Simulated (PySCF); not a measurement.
## From computed data to an observable: chemical shift, span and skew from a shielding tensor

B(H)(NHMe)(OH) (CH6BNO), SMILES OBNC. Atoms are numbered in the order given.

```xyz
10

B      0.6059     0.8346     0.0000
H      1.6540     1.4392     0.0000
N      0.6425    -0.5746     0.0000
C     -0.4572    -1.5000     0.0000
H      1.5561    -1.0094     0.0000
H     -0.4622    -2.1519    -0.8913
H     -0.4622    -2.1519     0.8913
H     -1.4169    -0.9603     0.0000
O     -0.5385     1.5786     0.0000
H     -1.3449     1.0543     0.0000
```

Coordinates come from a PBE0-D3(BJ)/def2-SVP optimisation. Other conformers were not sampled.

GIAO shieldings from B3LYP/pcSseg-1 run with PySCF, non-relativistic, no solvent. The symmetric part of the tensor of N3 has the principal values 110.6, 201.6, 220.4 ppm. The same nucleus in NH3 has σ = 265.5 ppm at this level (PySCF, at its B3LYP-D3(BJ)/def2-TZVP geometry).

### Question
Work out the isotropic shielding, the ¹⁵N shift against NH3, the span and the skew.

### Answer

σ(iso) = (σ11 + σ22 + σ33)/3 = 177.5 ppm. δ = σ(ref) − σ(iso) = 265.5 − (177.5) = 88.0 ppm.
Span Ω = σ33 − σ11 = 109.8 ppm. Skew κ = 3(σ(iso) − σ22)/Ω = -0.66. Tumbling in solution averages the tensor to δ; in a static solid the shielding alone would spread this spin-1/2 line over Ω.
